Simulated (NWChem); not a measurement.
System: SeF₄; SMILES F[Se](F)(F)F

Input file for NWChem:

```
start job
memory heap 200 mb stack 900 mb global 1100 mb
geometry units angstroms
  Se     0.001399    -0.001369     0.342796
  F      0.947152     1.335698    -0.354396
  F      1.332533    -0.947173    -0.366063
  F     -0.949949    -1.332931    -0.357321
  F     -1.335698     0.949914    -0.346928
end
basis spherical
  * library def2-svp
end
dft
  xc pbe0
  iterations 150
end
driver
  maxiter 120
end
task dft optimize
task dft freq
```

NWChem printed, in part:

```
             Northwest Computational Chemistry Package (NWChem) 7.3.0
             --------------------------------------------------------

 C4  symmetry detected

                             Geometry "geometry" -> ""
                             -------------------------

 Output coordinates in angstroms (scale by  1.889725989 to convert to a.u.)

  No.       Tag          Charge          X              Y              Z
 ---- ---------------- ---------- -------------- -------------- --------------
    1 Se                  34.0000     0.00000000     0.00000000     0.35947766
    2 F                    9.0000     0.56497681     1.53646319    -0.33950668
    3 F                    9.0000     1.53646319    -0.56497681    -0.33950668
    4 F                    9.0000    -0.56497681    -1.53646319    -0.33950668
    5 F                    9.0000    -1.53646319     0.56497681    -0.33950668

 Effective nuclear repulsion energy (a.u.)     464.1192095513

      Symmetry information
      --------------------

 Group name             C4
 Group number              6
 Group order               4
 No. of unique centers     2

                                Z-matrix (autoz)
                                --------

 Units are Angstrom for bonds and degrees for angles

[...]

      ----------------------
      Optimization converged
      ----------------------

  Step       Energy      Delta E   Gmax     Grms     Xrms     Xmax
  ---- ---------------- -------- -------- -------- -------- --------
@    4   -2799.58576720 -4.9D-09  0.00000  0.00000  0.00003  0.00006
                                     ok       ok       ok       ok

                                Z-matrix (autoz)
                                --------

 Units are Angstrom for bonds and degrees for angles

[...]

 Rotational Constants
 --------------------
 A=   0.144359 cm-1  (  0.207695 K)
 B=   0.144359 cm-1  (  0.207695 K)
 C=   0.083248 cm-1  (  0.119772 K)

 Temperature                      =   298.15K
 frequency scaling parameter      =   1.0000

 Zero-Point correction to Energy  =    6.080 kcal/mol  (  0.009688 au)
 Thermal correction to Energy     =    8.976 kcal/mol  (  0.014304 au)
 Thermal correction to Enthalpy   =    9.568 kcal/mol  (  0.015248 au)

 Total Entropy                    =   69.986 cal/mol-K
   - Translational                =   41.004 cal/mol-K (mol. weight = 154.9119)
   - Rotational                   =   23.568 cal/mol-K (symmetry #  =        4)
   - Vibrational                  =    5.413 cal/mol-K

 Cv (constant volume heat capacity) =   15.452 cal/mol-K
   - Translational                  =    2.979 cal/mol-K
   - Rotational                     =    2.979 cal/mol-K
   - Vibrational                    =    9.493 cal/mol-K

[normal modes left out]

 ----------------------------------------------------------------------------
 Normal Eigenvalue ||           Projected Infra Red Intensities
  Mode   [cm**-1]  || [atomic units] [(debye/angs)**2] [(KM/mol)] [arbitrary]
 ------ ---------- || -------------- ----------------- ---------- -----------
    1     -118.596 ||    0.000000           0.000         0.000       0.000
    2       -0.000 ||    0.000991           0.023         0.966       0.314
    3       -0.000 ||    0.001756           0.041         1.712       0.556
    4       -0.000 ||    0.000008           0.000         0.008       0.003
    5       -0.000 ||    0.000831           0.019         0.810       0.263
    6       -0.000 ||    0.000000           0.000         0.000       0.000
    7        0.000 ||    0.000034           0.001         0.033       0.011
    8      369.558 ||    0.035391           0.816        34.501      11.200
    9      376.728 ||    0.019168           0.442        18.686       6.066
   10      376.728 ||    0.019168           0.442        18.686       6.066
   11      430.320 ||    0.000000           0.000         0.000       0.000
   12      590.273 ||    0.000000           0.000         0.000       0.000
   13      701.241 ||    0.177522           4.096       173.058      56.179
   14      701.241 ||    0.177522           4.096       173.058      56.179
   15      708.679 ||    0.041598           0.960        40.552      13.164
 ----------------------------------------------------------------------------

 ===============================================================================
      Negative Nuclear Hessian Mode    1  Eigenvalue =   -118.60 cm**(-1)
 -------------------------------------------------------------------------------
   Raw step length:  0.121 angstroms ;  The Raw step for this mode is:
    1 Se                  34.0000    -0.00000000    -0.00000000     0.00000001
    2 F                    9.0000    -0.00903842    -0.02458059    -0.05476313
    3 F                    9.0000     0.02458055    -0.00903840     0.05476312
    4 F                    9.0000     0.00903841     0.02458058    -0.05476313
    5 F                    9.0000    -0.02458055     0.00903841     0.05476312

  Geometry after  100.0% step for mode  1; Step length =  0.121 angstroms
   Maximum component (any atom: x,y, or z) displacement:  0.103
    1 Se                  34.0000    -0.00000000    -0.00000000     0.30691869
    2 F                    9.0000     0.55433329     1.50751749    -0.38113007
    3 F                    9.0000     1.55667862    -0.57241010    -0.27160382
    4 F                    9.0000    -0.55433329    -1.50751749    -0.38113006
    5 F                    9.0000    -1.55667862     0.57241011    -0.27160382

  Geometry after -100.0% step for mode  1; Step length =  0.121 angstroms
   Maximum component (any atom: x,y, or z) displacement:  0.103
    1 Se                  34.0000     0.00000000     0.00000000     0.30691868
    2 F                    9.0000     0.57241012     1.55667866    -0.27160381
    3 F                    9.0000     1.50751752    -0.55433331    -0.38113005
    4 F                    9.0000    -0.57241011    -1.55667865    -0.27160381
    5 F                    9.0000    -1.50751752     0.55433329    -0.38113005

  Geometry after   50.0% step for mode  1; Step length =  0.061 angstroms
   Maximum component (any atom: x,y, or z) displacement:  0.052
    1 Se                  34.0000    -0.00000000    -0.00000000     0.30691869
    2 F                    9.0000     0.55885249     1.51980778    -0.35374850
    3 F                    9.0000     1.54438835    -0.56789090    -0.29898538
    4 F                    9.0000    -0.55885250    -1.51980778    -0.35374850
    5 F                    9.0000    -1.54438834     0.56789091    -0.29898538

  Geometry after  -50.0% step for mode  1; Step length =  0.061 angstroms
   Maximum component (any atom: x,y, or z) displacement:  0.052
    1 Se                  34.0000     0.00000000     0.00000000     0.30691868
    2 F                    9.0000     0.56789091     1.54438836    -0.29898537
    3 F                    9.0000     1.51980779    -0.55885250    -0.35374849
    4 F                    9.0000    -0.56789091    -1.54438836    -0.29898537
    5 F                    9.0000    -1.51980780     0.55885250    -0.35374849

  Geometry after  193.3% step for mode  1; Step length =  0.235 angstroms
   Maximum component (any atom: x,y, or z) displacement:  0.200
    1 Se                  34.0000    -0.00000000    -0.00000000     0.30691870
    2 F                    9.0000     0.54590402     1.48459353    -0.43220239
    3 F                    9.0000     1.57960255    -0.58083934    -0.22053151
    4 F                    9.0000    -0.54590403    -1.48459355    -0.43220238
    5 F                    9.0000    -1.57960254     0.58083937    -0.22053151

  Geometry after -193.3% step for mode  1; Step length =  0.235 angstroms
   Maximum component (any atom: x,y, or z) displacement:  0.200
    1 Se                  34.0000     0.00000000     0.00000000     0.30691868
    2 F                    9.0000     0.58083938     1.57960261    -0.22053149
    3 F                    9.0000     1.48459360    -0.54590406    -0.43220236
    4 F                    9.0000    -0.58083938    -1.57960259    -0.22053149
    5 F                    9.0000    -1.48459361     0.54590403    -0.43220236

  Geometry after   96.6% step for mode  1; Step length =  0.117 angstroms
   Maximum component (any atom: x,y, or z) displacement:  0.100
    1 Se                  34.0000    -0.00000000    -0.00000000     0.30691869
    2 F                    9.0000     0.55463786     1.50834580    -0.37928466
    3 F                    9.0000     1.55585031    -0.57210552    -0.27344922
    4 F                    9.0000    -0.55463786    -1.50834581    -0.37928466
    5 F                    9.0000    -1.55585030     0.57210554    -0.27344922

  Geometry after  -96.6% step for mode  1; Step length =  0.117 angstroms
   Maximum component (any atom: x,y, or z) displacement:  0.100
    1 Se                  34.0000     0.00000000     0.00000000     0.30691868
    2 F                    9.0000     0.57210554     1.55585034    -0.27344921
    3 F                    9.0000     1.50834583    -0.55463788    -0.37928465
    4 F                    9.0000    -0.57210554    -1.55585033    -0.27344921
    5 F                    9.0000    -1.50834584     0.55463787    -0.37928465
```

Level: PBE0/def2-SVP. This build's default masses of Se (78.918 u) and Br (79.917 u) are each other's, which moves their modes by up to 0.6 %. The optimisation ended at a saddle point (imaginary frequency).
